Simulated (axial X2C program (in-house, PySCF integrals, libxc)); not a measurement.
The numbers below are computed, except where a source is named.
YB: input and output

Program: an in-house relativistic program for diatomic molecules.

The run was started with this input:
```json
{
 "zs": [
  39,
  5
 ],
 "q": 0,
 "bas": [
  "dyall-cv3z",
  "dyall-v3z"
 ],
 "levels": [
  "PBE0",
  "HF",
  "BP86"
 ],
 "cc": true,
 "r0": 2.48,
 "thr": -2.0,
 "nmax": 90,
 "npts": 10,
 "nst": 2,
 "ntry": 6
}
```
```bash
python so2c.py task.json out
```

Keys: zs atomic numbers; q charge; bas basis sets; levels methods; cc coupled cluster on or off; r0 starting distance in Å; thr threshold in hartree for freezing inner shells (an s shell follows its p shell); nmax most natural virtual spinors; npts points on the curve; nst determinants followed; ntry starts of the search. HF also brings MP2.

Output of the HF step, two-component, at R = 2.329 Å for the state Ω = 2. It starts from PBE0 orbitals of this distance.

```
two-component X2C + atomic mean field  HF
basis functions 203  fitting functions 1001  grid points 5081
iter        total energy     max residual
   1      -3406.252430995     2.58e-01
   2      -3406.274385611     8.86e-03
   3      -3406.276568223     5.52e-03
   4      -3406.277404253     2.98e-03
   5      -3406.277952652     2.24e-03
   6      -3406.278473513     1.86e-03
   7      -3406.278738039     1.07e-03
   8      -3406.278889112     5.47e-04
   9      -3406.278933580     3.49e-04
  10      -3406.278952164     2.60e-04
  11      -3406.278965316     1.32e-04
  12      -3406.278969098     6.35e-05
  13      -3406.278969983     2.03e-05
  14      -3406.278970055     1.05e-05
  15      -3406.278970061     5.04e-06
  16      -3406.278970064     3.33e-06
  17      -3406.278970066     2.22e-06
converged
one-electron -4792.27445200  Coulomb 1455.41646656  exact exchange -112.26624270  xc functional 0.00000000  nuclear repulsion 44.30637876  atomic mean-field constant -1.46112069
correlated 14  virtual 288  natural virtual 90  E(MP2) -0.335633753  MP2 remainder -0.016300259
iter   CCSD correlation   residual
   1     -0.334430764   1.34e-01
   2     -0.342512781   6.11e-02
   3     -0.345444338   3.56e-02
   4     -0.345794491   1.97e-02
   5     -0.346220784   9.64e-03
   6     -0.346329896   4.00e-03
   7     -0.346346330   1.71e-03
   8     -0.346371213   9.71e-04
   9     -0.346364028   5.46e-04
  10     -0.346371041   2.50e-04
  11     -0.346369406   9.22e-05
  12     -0.346370538   5.56e-05
  13     -0.346370675   3.73e-05
  14     -0.346370613   2.75e-05
  15     -0.346370563   1.86e-05
  16     -0.346370472   9.36e-06
  17     -0.346370452   4.88e-06
  18     -0.346370458   2.68e-06
(T) -0.015952964  T1 0.0542  D1 0.1688  max T2 0.060
```
Energies are in hartree; totals compare only within one Hamiltonian and basis. T1 is large, a sign of multireference character or of a spin-contaminated reference. T1 in the output is the amplitude norm over the root of the electron number; divide by √2 for the Lee–Taylor value.
